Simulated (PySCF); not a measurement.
## What settings do to a single point of [HfOF3]−

The sound run of [HfOF3]− (singlet) uses PySCF 2.14.0, RKS PBE, Hf def2-SVP with ECP60, O def2-SVP, F def2-SVP; non-relativistic Hamiltonian with scalar-relativistic core potentials where named; density fitting; no spin-orbit coupling, grid (50, 194), threshold 1e-8 Eh and 55 cycles, at the relaxed geometry:

```xyz
5

Hf   -0.0598    0.0000    0.0614
O     1.4442    0.0000    1.0899
F    -0.0486    1.6027   -1.1134
F    -1.6483    0.0000    1.2583
F    -0.0486   -1.6027   -1.1134
```

There Hf1 has a Mulliken charge of 0.67 e and the dipole about the centre of mass is 2.71 D. Each run below changes one thing and starts from free metal ions and neutral atoms unless it says otherwise; with 55 cycles, smearing, a level shift and second-order steps follow where DIIS fails, and their cycles count. Energy shifts count from the sound run.

```tsv
change	outcome	cycles	energy shift (eV)	largest force component (eV/Å)	charge on Hf1 (e)	dipole about the centre of mass (D)
grid (40, 110)	converged	12	0.0050	0.23	0.67	2.71
threshold 1e-06	converged	10	0.0000	0.03	0.67	2.70
charge changed by +5, spin kept, limit 86 cycles	refused	–	–	–	–	–
all coordinates × 0.94	converged	11	0.93	5.10	0.53	2.76
```

Question: How does the run with this change end: spin (2S) set to 1, limit 56 cycles?

Answer: outcome refused.

Forces carry noise of the integration grid, about 0.01 to 0.03 eV/Å.
